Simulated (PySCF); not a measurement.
PySCF input for Si(CF3)(OH)3 (CH₃F₃O₃Si), SMILES O[Si](O)(O)C(F)(F)F, PBE0-D3(BJ)/def2-SVP. Geometry: PBE0-D3(BJ)/def2-SVP. Other conformers were not sampled.

```python
import numpy as np
from pyscf import gto, scf, dft, df
from pyscf.hessian import thermo

mol = gto.M(
    atom='''
    O    -1.43571819    0.59712899    1.37697005
    Si    0.00000000    0.00000000    0.86083861
    O     1.23498797    0.94480394    1.37697004
    O     0.20073023   -1.54193293    1.37697004
    C    -0.00000000   -0.00000000   -1.06118194
    F    -0.40989993    1.17838428   -1.56261091
    F     1.22546068   -0.23420838   -1.56261091
    F    -0.81556075   -0.94417589   -1.56261091
    H    -1.65864084    1.50533606    1.15285492
    H     2.13297970    0.68375708    1.15285491
    H    -0.47433884   -2.18909314    1.15285491
    ''',
    basis='def2-SVP',
    charge=0,
    spin=0,
    max_memory=1600,
    verbose=3,
)
mf = dft.RKS(mol, xc='pbe0').density_fit(auxbasis='def2-universal-jkfit')
mf.disp = 'd3bj'
mf.grids.level = 3
mf.conv_tol = 1e-11
mf.max_cycle = 100
mf.kernel()

# [left out here: the lines that compute and print the analytic Hessian (its translational invariance restored by hand, since the grid's response is missing), thermochemistry and intensities]
```

Output:

```
converged SCF energy = -853.552262113136

WARN: DFTD3 does not support analytical Hessian, using finite difference


WARN: Mole.unit (angstrom) is changed to Bohr

Mode                                 0                   1                   2
Irrep
Freq [cm^-1]                       43.4362             72.0236             72.1472
Reduced mass [au]                  10.8512              1.8173              1.8193
Force const [Dyne/A]                0.0121              0.0056              0.0056
Char temp [K]                      62.4950            103.6259            103.8038
Normal mode                   x     y     z       x     y     z       x     y     z
       0   O                -0.03 -0.08 -0.00    0.00  0.03 -0.02    0.01 -0.00  0.10
       1  Si                -0.00  0.00 -0.00    0.01  0.02  0.00   -0.02  0.01  0.00
       2   O                -0.05  0.07 -0.00   -0.02  0.00  0.10   -0.02  0.02 -0.03
       3   O                 0.09  0.01 -0.00    0.02 -0.00 -0.07   -0.02 -0.01 -0.07
       4   C                -0.00  0.00 -0.00    0.00  0.01  0.00   -0.01  0.00  0.00
       5   F                 0.10  0.03 -0.00   -0.01 -0.02 -0.05    0.02 -0.01 -0.06
       6   F                -0.02 -0.10 -0.00   -0.01 -0.02 -0.02    0.02 -0.01  0.07
       7   F                -0.08  0.07 -0.00   -0.01 -0.02  0.07    0.02 -0.01 -0.01
       8   H                -0.07 -0.08  0.04    0.07  0.08  0.11    0.18  0.15  0.52
       9   H                -0.03  0.10  0.04    0.02 -0.15  0.40   -0.04  0.20 -0.35
      10   H                 0.10 -0.02  0.04    0.24 -0.09 -0.51    0.02 -0.02 -0.17
Mode                                 3                   4                   5
Irrep
Freq [cm^-1]                      173.8325            173.8596            226.8202
Reduced mass [au]                   2.4791              2.4770              1.2136
Force const [Dyne/A]                0.0441              0.0441              0.0368
Char temp [K]                     250.1063            250.1453            326.3438
Normal mode                   x     y     z       x     y     z       x     y     z
       0   O                 0.01  0.05  0.03   -0.01 -0.03  0.08    0.01 -0.02  0.03
       1  Si                -0.02 -0.01  0.00   -0.01  0.02 -0.00   -0.00 -0.00 -0.01
       2   O                 0.00 -0.00 -0.08    0.04 -0.04 -0.02   -0.02  0.00  0.03
       3   O                 0.05  0.01  0.06    0.03  0.01 -0.06    0.01  0.02  0.03
       4   C                -0.04 -0.02  0.00   -0.02  0.04  0.00    0.00 -0.00 -0.03
       5   F                -0.01  0.00  0.04   -0.00 -0.00 -0.10   -0.01 -0.01 -0.04
       6   F                -0.00 -0.00  0.07    0.00  0.00  0.08   -0.00  0.01 -0.04
       7   F                 0.00  0.00 -0.11   -0.00  0.01  0.02    0.01 -0.00 -0.04
       8   H                 0.03  0.04 -0.01   -0.29 -0.20 -0.35    0.17  0.13  0.47
       9   H                 0.02 -0.28  0.30    0.03 -0.22  0.17    0.03 -0.21  0.47
      10   H                 0.30 -0.13 -0.30   -0.11  0.07  0.18   -0.20  0.08  0.47
Mode                                 6                   7                   8
Irrep
Freq [cm^-1]                      270.7574            280.6763            280.7079
Reduced mass [au]                   4.7642              4.8384              4.8373
Force const [Dyne/A]                0.2058              0.2246              0.2246
Char temp [K]                     389.5596            403.8307            403.8762
Normal mode                   x     y     z       x     y     z       x     y     z
       0   O                 0.03  0.00  0.10   -0.02 -0.08  0.06    0.05  0.05  0.09
       1  Si                -0.00  0.00  0.02   -0.01  0.00 -0.00    0.00  0.01  0.00
       2   O                -0.01 -0.02  0.10    0.01  0.03 -0.11   -0.06  0.08  0.00
       3   O                -0.01  0.02  0.10   -0.10  0.01  0.05   -0.03 -0.03 -0.10
       4   C                 0.00  0.00 -0.05    0.05  0.02  0.00    0.02 -0.05 -0.00
       5   F                 0.01 -0.01 -0.07    0.04  0.02 -0.00    0.01 -0.01  0.08
       6   F                -0.01 -0.00 -0.07    0.02  0.02 -0.07    0.00 -0.04 -0.04
       7   F                 0.00  0.01 -0.07    0.02 -0.00  0.07    0.03 -0.03 -0.04
       8   H                -0.12 -0.10 -0.17   -0.12 -0.09  0.09   -0.10 -0.07 -0.24
       9   H                -0.03  0.16 -0.17    0.02 -0.18  0.16   -0.01  0.07  0.20
      10   H                 0.15 -0.06 -0.17    0.02 -0.01 -0.25   -0.18  0.07  0.04
Mode                                 9                  10                  11
Irrep
Freq [cm^-1]                      345.5745            345.5746            481.3800
Reduced mass [au]                   6.2545              6.2538             15.0927
Force const [Dyne/A]                0.4401              0.4400              2.0606
Char temp [K]                     497.2048            497.2049            692.5987
[...]
       7   F                 0.08 -0.10 -0.00    0.09  0.07  0.01   -0.07 -0.08  0.00
       8   H                 0.04 -0.00 -0.02    0.05  0.01 -0.01    0.12  0.04 -0.06
       9   H                 0.02  0.06  0.02   -0.01 -0.01 -0.02   -0.03 -0.12 -0.06
      10   H                -0.02  0.01  0.01    0.03 -0.05  0.02   -0.09  0.09 -0.06
Mode                                15                  16                  17
Irrep
Freq [cm^-1]                      771.6390            771.6662            783.7416
Reduced mass [au]                   1.3439              1.3439              1.1816
Force const [Dyne/A]                0.4715              0.4715              0.4276
Char temp [K]                    1110.2167           1110.2558           1127.6297
Normal mode                   x     y     z       x     y     z       x     y     z
       0   O                 0.08  0.03 -0.04    0.04 -0.02 -0.01   -0.00 -0.03  0.02
       1  Si                -0.01  0.00  0.00   -0.00 -0.01  0.00   -0.00  0.00 -0.02
       2   O                -0.03  0.02  0.01    0.03  0.08  0.04   -0.03  0.02  0.02
       3   O                 0.04 -0.06  0.03   -0.06  0.02 -0.03    0.03  0.02  0.02
       4   C                -0.00  0.01 -0.00   -0.01 -0.00 -0.00   -0.00  0.00  0.02
       5   F                -0.00  0.00 -0.00    0.00  0.00 -0.00    0.01 -0.03  0.00
       6   F                -0.00 -0.00  0.00   -0.00  0.00  0.00   -0.03  0.01  0.00
       7   F                 0.00  0.00  0.00   -0.00 -0.00 -0.00    0.02  0.03  0.00
       8   H                -0.61 -0.07  0.32    0.04 -0.03 -0.03    0.48  0.04 -0.22
       9   H                -0.16 -0.30 -0.19   -0.19 -0.48 -0.26   -0.21 -0.43 -0.22
      10   H                -0.18  0.21 -0.13    0.31 -0.46  0.29   -0.27  0.39 -0.22
Mode                                18                  19                  20
Irrep
Freq [cm^-1]                      838.7257           1011.6023           1011.6043
Reduced mass [au]                  12.9096              7.1531              7.1531
Force const [Dyne/A]                5.3506              4.3128              4.3129
Char temp [K]                    1206.7395           1455.4704           1455.4734
Normal mode                   x     y     z       x     y     z       x     y     z
       0   O                -0.10  0.04  0.04    0.02  0.00 -0.01   -0.11  0.06  0.03
       1  Si                -0.00  0.00 -0.09   -0.07 -0.11  0.00    0.11 -0.07 -0.00
       2   O                 0.09  0.07  0.04    0.10  0.06  0.03   -0.05 -0.01 -0.01
       3   O                 0.01 -0.11  0.04    0.01  0.10 -0.02   -0.01  0.08 -0.03
       4   C                 0.00  0.00 -0.01    0.02  0.02 -0.00   -0.02  0.02  0.00
       5   F                 0.01 -0.04  0.01   -0.00 -0.00 -0.00    0.00 -0.00  0.00
       6   F                -0.04  0.01  0.01   -0.00 -0.00  0.00    0.00 -0.00 -0.00
       7   F                 0.03  0.03  0.01   -0.00 -0.00 -0.00    0.00 -0.00 -0.00
       8   H                -0.07  0.05  0.01   -0.08 -0.01  0.04   -0.22  0.05  0.09
       9   H                 0.08  0.04  0.01    0.12  0.10  0.06   -0.10 -0.14 -0.08
      10   H                -0.00 -0.09  0.01   -0.08  0.21 -0.10    0.01  0.05 -0.01
Mode                                21                  22                  23
Irrep
Freq [cm^-1]                     1177.5019           1177.5354           1287.2454
Reduced mass [au]                  13.0159             13.0159             13.2232
Force const [Dyne/A]               10.6328             10.6334             12.9095
Char temp [K]                    1694.1631           1694.2112           1852.0595
Normal mode                   x     y     z       x     y     z       x     y     z
       0   O                -0.01  0.00  0.01   -0.00  0.00  0.00   -0.01  0.00  0.01
       1  Si                 0.01  0.00  0.00    0.00 -0.01  0.00    0.00 -0.00 -0.04
       2   O                -0.01 -0.01 -0.00    0.00  0.00  0.00    0.01  0.01  0.01
       3   O                -0.00 -0.00 -0.00   -0.00  0.01 -0.01    0.00 -0.01  0.01
       4   C                 0.24  0.02 -0.00    0.02 -0.24 -0.00    0.00 -0.00  0.25
       5   F                -0.02  0.02 -0.01   -0.02  0.08 -0.04   -0.01  0.04 -0.04
       6   F                -0.08  0.01  0.04   -0.02  0.02  0.01    0.04 -0.01 -0.04
       7   F                -0.05 -0.04 -0.03    0.03  0.05  0.03   -0.03 -0.03 -0.04
       8   H                -0.00  0.01  0.01   -0.02  0.00  0.02    0.01  0.01 -0.00
       9   H                -0.02 -0.02 -0.03   -0.00 -0.01  0.00    0.00 -0.01 -0.00
      10   H                 0.01 -0.02  0.01    0.00  0.02 -0.02   -0.01  0.00 -0.00
Mode                                24                  25                  26
Irrep
Freq [cm^-1]                     3938.7203           3938.7270           3941.4822
Reduced mass [au]                   1.0667              1.0667              1.0679
Force const [Dyne/A]                9.7501              9.7501              9.7745
Char temp [K]                    5666.9416           5666.9512           5670.9154
Normal mode                   x     y     z       x     y     z       x     y     z
       0   O                 0.00 -0.01  0.00    0.01 -0.05  0.01    0.01 -0.03  0.01
       1  Si                 0.00 -0.00 -0.00   -0.00 -0.00 -0.00   -0.00 -0.00  0.00
       2   O                 0.04 -0.01 -0.01    0.02 -0.00 -0.00   -0.03  0.01  0.01
       3   O                 0.03  0.03  0.01   -0.02 -0.02 -0.01    0.02  0.03  0.01
       4   C                -0.00 -0.00  0.00   -0.00  0.00  0.00   -0.00  0.00 -0.00
       5   F                 0.00 -0.00  0.00    0.00 -0.00 -0.00    0.00 -0.00  0.00
       6   F                 0.00 -0.00 -0.00   -0.00 -0.00  0.00   -0.00  0.00  0.00
       7   F                 0.00  0.00 -0.00   -0.00 -0.00 -0.00    0.00  0.00  0.00
       8   H                -0.03  0.10 -0.02   -0.20  0.74 -0.17   -0.14  0.53 -0.12
       9   H                -0.69  0.18  0.16   -0.29  0.08  0.07    0.52 -0.14 -0.12
      10   H                -0.43 -0.43 -0.14    0.33  0.33  0.11   -0.38 -0.38 -0.12
temperature 298.1500 [K]
pressure 101325.00 [Pa]
Rotational constants [GHz] 2.29780 1.33676 1.33676
Symmetry number 3
Zero-point energy (ZPE) 0.05749 [Eh]   150931.258 [J/mol]
                           tot       elec      trans        rot        vib
Entropy [J/mol/K]       408.894      0.000    171.079    111.156    126.659
Cv [J/mol/K]            142.699      0.000     12.472     12.472    117.755
Cp [J/mol/K]            151.013      0.000     20.786     12.472    117.755
Internal energy [J/mol]                      3718.434   3718.434 170383.722
Internal energy [Eh]   -853.48453  -853.55226
Enthalpy [J/mol]                             6197.391   3718.434 170383.722
Enthalpy [Eh]          -853.48359
Gibbs free energy [J/mol]                  -44809.800 -29422.704 132620.453
Gibbs free energy [Eh] -853.53002
mode   freq/cm-1   IR/(km/mol)
   1       43.44         1.710
   2       72.02        19.391
   3       72.15        19.355
   4      173.83        34.070
   5      173.86        34.078
   6      226.82       181.679
   7      270.76        95.655
   8      280.68         2.688
   9      280.71         2.695
  10      345.57        27.948
  11      345.57        27.935
  12      481.38       125.726
  13      536.20         0.975
  14      536.24         0.976
  15      744.31        28.930
  16      771.64       222.780
  17      771.67       222.811
  18      783.74        92.634
  19      838.73       133.568
  20     1011.60       141.707
  21     1011.60       141.716
  22     1177.50       264.137
  23     1177.54       264.121
  24     1287.25        85.201
  25     3938.72       201.942
  26     3938.73       201.945
  27     3941.48         0.808
max |gradient| / (hartree/bohr): 0.00015515798048501775
APT charges: [-0.8758  1.9949 -0.8758 -0.8758  1.3127 -0.5685 -0.5684 -0.5685  0.3417
  0.3417  0.3417]
```

Self-consistency was reached.
